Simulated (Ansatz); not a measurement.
Molecule: SnCl₂, charge 0, multiplicity 1. 
Geometry from a B3LYP-D3(BJ)/def2-TZVP (Ansatz, a program for electronic structure) optimisation:
```
Sn
Cl 1 2.3879
Cl 1 2.3879 2 98.82
```

Total electronic energies in hartree. Cores are frozen in the correlated levels unless marked. No spin-orbit coupling. Frozen are the shells of the preceding noble gas and the d and f shells that filled before the atom's block. Past Kr the def2 sets carry scalar-relativistic core potentials. Basis-set limits of correlation are two-point, X^-3; Hartree-Fock from the larger set.

```tsv
level	program	energy (Eh)
HF/def2-QZVPP	Ansatz	-1132.52425
revPBE-D3(BJ)/def2-TZVPD	Ansatz + dftd3	-1134.73657
HSE06-D4/def2-TZVPD	Ansatz + dftd4	-1134.53707
PBE-QIDH/def2-TZVPD	Ansatz	-1134.09884
RPA@PBE/def2-QZVPP	Ansatz	___
CCSD/def2-SVP	Ansatz	-1132.52378
CCSD/def2-TZVPPD	Ansatz	-1132.99081
CCSD(T)/def2-SVPD	Ansatz	-1132.58524
CCSD(T)/CBS(def2-TZVPPD,def2-QZVPPD)	Ansatz	-1133.1170
```

**Question.** Complete the blanks.

**Answer.** 
- RPA@PBE/def2-QZVPP, energy (Eh): -1133.32448
